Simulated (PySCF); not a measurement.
## Electron correlation in C⁺ (carbon, charge +1)

[He] 2s2 2p1, 2P determinant. Calculation: PySCF 2.14, in x2c-QZVPPall (7s4p3d2f1g, 57 functions); scalar relativity by spin-free X2C-1e. Frozen: 1s2; 3 electrons correlated.

MP2 pair energies summed by pair of shells (mhartree):

```csv
pair,energy,share (%)
2s-2s,-30.50,56.4
2s-2p,-23.58,43.6
```

Total MP2 correlation energy: -54.08 mhartree.

Same-spin part -3.69 and opposite-spin part -50.40 mhartree; SCS-MP2 scales them by 1/3 and 6/5 to -61.71 mhartree.
